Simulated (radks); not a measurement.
Er, configuration [Xe] 4f12 6s2. All-electron calculation, scalar-relativistic Kohn-Sham, LDA (Slater exchange, VWN5 correlation), spin-polarised, spherical densities, point nucleus; open shells are filled with parallel spins first (spin-orbit coupling, left out, can overturn this in heavy ions); hard spherical wall at 4 bohr. Program: a radial shooting solver on a logarithmic mesh with Libxc functionals.

Unscreened Slater integrals over Kohn-Sham orbitals (eV). They are taken over the spin-up orbitals. Empty in this configuration: 5d.

integral,value
"F0(6s,6s)",9.9347
"F0(6s,4f)",12.589
"G3(6s,4f)",0.82339
"F0(6s,5p)",11.502
"G1(6s,5p)",1.5612
"F0(6s,5d)",10.608
"G2(6s,5d)",3.7236
"F0(4f,4f)",31.439
"F2(4f,4f)",14.463
"F4(4f,4f)",8.9860
"F6(4f,4f)",6.4409
"F0(4f,5p)",19.587
"F2(4f,5p)",6.6063
"G2(4f,5p)",3.6283
"G4(4f,5p)",2.7286
"F0(4f,5d)",14.634
"F2(4f,5d)",3.6283
"F4(4f,5d)",1.7829
"G1(4f,5d)",1.9794
"G3(4f,5d)",1.4912
"G5(4f,5d)",1.1068
"F0(5p,5p)",16.322
"F2(5p,5p)",8.7181
"F0(5p,5d)",13.362
"F2(5p,5d)",6.5220
"G1(5p,5d)",7.6391
"G3(5p,5d)",4.6960
"F0(5d,5d)",11.835
"F2(5d,5d)",6.5128
"F4(5d,5d)",4.3832

Derived for the open shells (J is the average intra-shell exchange parameter used in DFT+U). 4f: F4/F2 = 0.621, F6/F2 = 0.445, J = (286 F2 + 195 F4 + 250 F6)/6435 = 1.165 eV.
